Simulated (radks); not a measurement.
The numbers below are computed, except where a source is named.
Mean orbital radii <r> (bohr) of the rhenium ion Re3+, [Xe] 4f14 5d4, at several levels of relativity; Dirac values are averaged over j with weights 2j + 1. Spin-unpolarised spherical Kohn-Sham, PBEsol, point nucleus unless stated (finite: rms radius 5.3698 fm), a radial shooting solver on a logarithmic mesh with Libxc functionals. A level marked "c x" has the speed of light scaled by that factor and shares open shells by 2j + 1; other Dirac levels either fill j = l - 1/2 first or share by 2j + 1.

| shell | non-rel. | scalar-rel. | Dirac, low j first | Dirac, 2j+1 shares, finite nucleus | change of magnitude, last against first (%) |
|---|---|---|---|---|---|
| 2s | 0.08529 | 0.07622 | 0.07559 | 0.07561 | -11.34 |
| 2p | 0.07212 | 0.06835 | 0.06786 | 0.06786 | -5.91 |
| 3s | 0.2164 | 0.1975 | 0.1970 | 0.1970 | -8.95 |
| 3p | 0.2065 | 0.1979 | 0.1970 | 0.1970 | -4.60 |
| 3d | 0.1809 | 0.1793 | 0.1793 | 0.1793 | -0.89 |
| 4s | 0.4813 | 0.4406 | 0.4405 | 0.4406 | -8.46 |
| 4p | 0.4878 | 0.4687 | 0.4674 | 0.4674 | -4.17 |
| 4d | 0.5024 | 0.5001 | 0.5003 | 0.5003 | -0.41 |
| 5s | 1.131 | 1.033 | 1.034 | 1.034 | -8.61 |
| 4f | 0.5630 | 0.5797 | 0.5806 | 0.5803 | +3.07 |
| 5p | 1.240 | 1.196 | 1.195 | 1.194 | -3.68 |
| 5d | 1.648 | 1.675 | 1.683 | 1.677 | +1.76 |
